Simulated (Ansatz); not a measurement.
Stepwise reaction of boron trichloride with hydrogen sulfide, as a gas-phase model of exchange steps in deposition or etching. ΔE in kJ/mol; ΔG adds harmonic PBE0-D4 terms to CCSD(T)/CBS, at 1 bar.

Gas-phase electronic energies from Ansatz, PBE0-D4/def2-TZVP geometries. CBS: MP2 limit from def2 TZ/QZ plus the TZ coupled-cluster correction, frozen cores. This one scheme is used for every species. DFT in def2-TZVPP. B3LYP here is the variant with VWN-RPA as its local correlation; programs differ in this. Each species was taken in one conformer, which may not be the lowest.

| step | reaction | PBE-D4 | B3LYP-D4 | ωB97M-V | CCSD(T)/CBS | ΔG(400 K) |
| --- | --- | --- | --- | --- | --- | --- |
| 1 | `ClB(Cl)Cl` + H₂S → `SB(Cl)Cl` + HCl | 3.1 | 5.8 | 7.8 | 4.2 | 4.5 |
| 2 | `SB(Cl)Cl` + H₂S → `SB(S)Cl` + HCl | 8.8 | 11.5 | 13.4 | 9.8 | 15.1 |
| 3 | `SB(S)Cl` + H₂S → `SB(S)S` + HCl | 16.0 | 18.8 | 20.5 | 16.9 | 19.5 |

(1) By hand: ΔE of the 3 steps together at CCSD(T)/CBS.

Answers

(1) (4.2) + (9.8) + (16.9) = 30.9 kJ/mol, or 10.3 kJ/mol a step.

In ΔE each step is higher than the one before. ΔG lies between 4.5 and 19.5 kJ/mol a step. PBE-D4 differs from CCSD(T)/CBS by -1.1 to -0.9 kJ/mol a step. Isolated molecules leave out the surface, adducts and barriers. Largest T1 diagnostic: 0.013.
